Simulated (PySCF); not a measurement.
A structure optimised at r2SCAN-D4/def2-SVP, used in a PySCF frequency run:

```
Si
O 1 1.6640
H 2 0.9657 1 115.60
O 1 1.6758 2 106.01 3 -40.38
H 4 0.9639 1 117.11 2 158.19
C 1 1.8748 2 112.51 3 79.27
H 6 1.1022 1 110.75 2 57.58
H 6 1.1032 7 107.44 1 -122.28
H 6 1.1036 7 107.80 8 -115.96
Si 1 2.3466 2 105.10 3 -158.95
H 10 1.4950 1 111.19 2 58.64
H 10 1.4972 11 108.69 1 123.20
H 10 1.4996 11 108.00 12 116.25
```

Task: Write its SMILES and formula.

Result: C[Si](O)(O)[SiH3], CH8O2Si2

Task: What are its rotational constants (standard atomic weights)?

Result: 3.4725, 2.0258, 1.9393 GHz
